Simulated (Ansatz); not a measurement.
SnF2 was relaxed with PBE-D4 (def2-TZVP) in Ansatz in these states: neutral quintet, neutral singlet, neutral triplet. The geometries follow in no particular order.

In the def2 sets Sn takes a core potential; there is no spin–orbit coupling.

A:

| atom | x (Å) | y (Å) | z (Å) |
| --- | --- | --- | --- |
| Sn1 | 0.770 | 0.858 | -0.611 |
| F2 | -0.290 | -1.061 | -0.462 |
| F3 | -0.480 | 0.203 | 1.073 |

B:

```xyz
3

Sn    0.5557   -0.2625   -0.3196
F    -1.2092   -0.2106   -1.1791
F     0.6535    0.4731    1.4987
```

C:

```xyz
3

Sn    0.1034   -0.2019    0.8386
F     0.0567   -1.3169   -0.7741
F    -0.1601    1.5188   -0.0645
```

Question: Judge from the bond lengths which geometry belongs to which state (an estimate).

Answer: A is the neutral quintet (Sn1–F3 2.197 Å, Sn1–F2 2.197 Å); B is the neutral triplet (Sn1–F3 1.964 Å, Sn1–F2 1.964 Å); C is the neutral singlet (Sn1–F3 1.961 Å, Sn1–F2 1.961 Å).

In the quintet, F2 and F3 lie 2.00 Å apart (atoms count from 1), so these atoms are partly bonded to each other.
